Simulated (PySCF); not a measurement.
# UHF on Sc (scandium, neutral)

Configuration: [Ar] 3d1 4s2, 2D determinant. All numbers are calculated (PySCF 2.14, no relativity, point nucleus, in 6-31G*).

| Item | Value |
| --- | --- |
| Total energy | -759.675706 hartree |
| One-electron energy | -1040.1105 hartree |
| Hartree (Coulomb) energy | 318.4885 hartree |
| Exchange energy | -38.0537 hartree |
| Kinetic energy | 759.59290 hartree |
| ⟨S²⟩ | 0.7560 |
| ⟨L²⟩ | 6.030 |
| Sum of ⟨r⟩ | 21.45 bohr |
| Sum of ⟨r²⟩ | 52.97 bohr² |
| Traceless quadrupole moment −½Σ⟨3z² − r²⟩ along its main axis | 0.636 e·bohr² |
| Density at the nucleus (Gaussians lack the cusp) | 5810 bohr⁻³ |
| Spin density at the nucleus | 0.0801 bohr⁻³ |
| Langevin diamagnetic susceptibility | -42.0 ×10⁻⁶ cm³/mol |
| Time after the integrals | 0.13 s of wall time on 1 thread of Neoverse-V1 (shared host) |

| shell | electrons | mean orbital energy (eV) | spread (eV) | rms radius, mean of both spins (bohr) |
| --- | --- | --- | --- | --- |
| 1s α | 1 | -4513.9 | 0 | 0.0852 |
| 1s β | 1 | -4513.9 | 0 | 0.0852 |
| 2s α | 1 | -519.33 | 0 | 0.373 |
| 2s β | 1 | -518.98 | 0 | 0.373 |
| 2p α | 3 | -426.48 | 0.075 | 0.341 |
| 2p β | 3 | -426.13 | 0.494 | 0.341 |
| 3s α | 1 | -70.530 | 0 | 1.16 |
| 3s β | 1 | -69.026 | 0 | 1.16 |
| 3p α | 3 | -43.720 | 1.070 | 1.27 |
| 3p β | 3 | -41.823 | 1.498 | 1.27 |
| 3d α | 1 | -9.372 | 0 | 1.83 |
| 4s α | 1 | -5.846 | 0 | 4.26 |
| 4s β | 1 | -5.542 | 0 | 4.26 |
